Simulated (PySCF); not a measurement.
C₃H₅FOSi, SMILES C#C[Si@H](F)CO. Geometry optimised at PBE-D3(BJ)/def2-SVP. The structure was generated by enumeration; whether it is a known compound was not checked. The values are those of a single conformer.

Level of theory: PySCF with PBE-D3(BJ)/def2-SVP.

Harmonic wavenumbers (cm⁻¹): 84, 110, 148, 163, 278, 331, 358, 420, 591, 677, 693, 718, 730, 797, 832, 882, 1028, 1117, 1232, 1340, 1398, 2081, 2211, 2919, 3029, 3386, 3653. Rotational constants (GHz): 2.846, 2.658, 1.492; symmetry number 1.

Work out the zero-point energy and the ideal-gas rigid-rotor harmonic-oscillator thermochemistry at 298.15 K and 1 atm.

ZPE = ½ Σ hcν = ½ × 31208 cm⁻¹ = 44.61 kcal/mol. H − E(el) = 50.20 kcal/mol. Entropy in cal/(mol K): translation 39.84, rotation 27.75, vibration 19.53, total 87.11. G − E(el) = 24.23 kcal/mol. Cp = 29.12 cal/(mol K). Modes under 150 cm⁻¹ make the vibrational entropy uncertain.
